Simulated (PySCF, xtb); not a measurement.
Al(H)2(Et) (C₂H₇Al), SMILES C[CH2][AlH2].

GFN2-xTB in xtb at its own geometry gives an orbital gap of 4.53 eV and a dipole moment of 1.63 D.

Geometry optimised at B3LYP-D3(BJ)/def2-SVP.

**Question.** What does B3LYP/def2-TZVPD (PySCF) give? (An estimate is asked for; the answer gives what the named calculation found.)

**Answer.** gap 5.80 eV (levels -7.35 and -1.54 eV), dipole 0.72 D.
